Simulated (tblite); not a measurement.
C3H6NSi (doublet state).
Z-matrix (Å and degrees, GFN2-xTB geometry), rows numbered from 1:
```
C 
N   1  1.3257
C   2  1.2990  1  115.77
C   3  1.4919  2  119.33  1     9.15
Si  1  1.8787  2  112.55  3     5.05
H   1  1.0781  2  116.60  3  -170.30
H   3  1.0791  2  118.65  1  -170.04
H   4  1.0888  3  110.66  2  -143.92
H   4  1.0927  3  109.58  2    98.76
H   5  1.4626  1  114.77  2  -126.28
H   5  1.4658  1  115.98  2   100.44
```

Level: GFN2-xTB in tblite, geometry and Hessian alike; calculated harmonic values, unscaled, isolated species. Errors from tens to a few hundred cm⁻¹ against measured bands are possible. Modes of hydrogen on silicon can be 10 to 20 % off. One conformer, not necessarily the lowest. Open shells enter through the occupations alone, without spin polarisation, and single modes of such species can be off by tens of per cent.

Harmonic wavenumbers (cm⁻¹): 142.2, 399.7, 451.1, 479.8, 504.8, 599.8, 607.1, 640.3, 661.8, 744.9, 762.2, 782.6, 829.9, 990.2, 1038.0, 1148.0, 1181.0, 1206.1, 1329.6, 1432.6, 1466.9, 2232.6, 2265.4, 2938.4, 3000.7, 3078.8, 3082.4.

A = 7007, B = 4570, C = 2939 MHz; mass 84.027 u (most abundant isotopes); point group C1, symmetry number 1; spin multiplicity 2.

Q: Zero-point energy?

A: Half the sum of the wavenumbers: 16998 cm⁻¹ = 203.35 kJ/mol.

Q: Give the ideal-gas entropy at 200 K and 1 bar in the rigid-rotor, harmonic-oscillator model (classical rotation).

A: Translation 155.82, rotation 102.29, vibration 17.10, spin (R ln 2) 5.76: S = 281.0 J/(mol K).

Q: And Cp and H(200 K) − H(0)?

A: Cp = 67.96 J/(mol K), of which vibrations give 34.70 (their classical limit is 27 R = 224.5); H(200 K) − H(0) = 8.97 kJ/mol without the zero-point energy, 2.31 from vibrations.

Q: How do the functions run with temperature in this model?

A: 
```
 T (K)  S (J/(mol K))  Cp (J/(mol K))  H − H(0) (kJ/mol)  G − H(0) (kJ/mol)  ln q(vib)
   150          263.8            52.8               5.96             -33.61       0.36
   250          297.9            83.9              12.76             -61.70       1.05
298.15          313.9            98.6              17.17             -76.43       1.50
   400          346.8           125.3              28.62            -110.09       2.59
   600          405.1           161.9              57.64            -185.43       5.04
   900          477.5           194.5             111.53            -318.22       8.77
```

q(vib) and H(0) count from the zero-point level.

Q: Blend soft modes into free rotors: weight 1/[1 + (100 cm⁻¹/ν̃)⁴] for the oscillator and the rest for a rotor with moment μB/(μ + B), μ = h/(8π²ν), B = 10⁻⁴⁴ kg m². What vibrational entropy results?

A: 17.20 J/(mol K) in place of 17.10, which changes −T·S at 200 K by -0.02 kJ/mol.

Q: What must be added to the electronic energy to get the Gibbs energy at 200 K and 1 bar?

A: ZPE + [H(200 K) − H(0)] − T·S = 203.35 + 8.97 − 56.19 = 156.13 kJ/mol.

Q: Which modes carry the vibrational entropy at 200 K?

A: 142.2 cm⁻¹: 8.48; 399.7 cm⁻¹: 1.91; 451.1 cm⁻¹: 1.42; 479.8 cm⁻¹: 1.21; 504.8 cm⁻¹: 1.04; 599.8 cm⁻¹: 0.60 J/(mol K); the other 21 give 2.43 together.

Hindered rotation and anharmonicity are outside this model. Other conformers, if any are populated, would add a mixing term that is left out. The structure is chiral; the term R ln 2 for an equal mix with its mirror image is left out.

Hardware: Arm Neoverse V2, one thread, on a shared host. Cost: 0.18 s wall. The figure is for the frequency step alone.
